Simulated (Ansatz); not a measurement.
H4SSi2, SMILES `[SiH3][Si]S` (lower singlet; Si–Si–S–H torsion 180°) (charge 0, multiplicity 1). This singlet lies 1.17 eV below the relaxed triplet at the level frozen-core CCSD(T)/cc-pVTZ // PBE0-D3(BJ)/def2-TZVP (Ansatz, a program for electronic structure).

Z-matrix (Å, degrees):
```
Si
H 1 1.4903
H 1 1.4920 2 108.51
H 1 1.4920 2 108.51 3 115.96
Si 1 2.3978 2 115.68 3 -122.02
S 5 2.1142 1 91.54 2 -0.20
H 6 1.3488 5 98.35 1 -179.99
```
Charge 0, spin multiplicity 1.

The restricted HF start is unstable towards unrestricted orbitals.

Q: Give the natural occupations of the active orbitals, the CASSCF energy and the corrected energy for frozen-core fic-MRCISD+Q@CASSCF(6e,6o)/cc-pVTZ // PBE0-D3(BJ)/def2-TZVP in Ansatz.

A: 
```
Quantity                                             Result
-----------------------  ----------------------------------
natural occupations      1.98, 1.97, 1.93, 0.08, 0.03, 0.02
CASSCF energy                                  -977.8003 Ha
corrected energy                               -978.2182 Ha
weight of the reference                               0.861
```
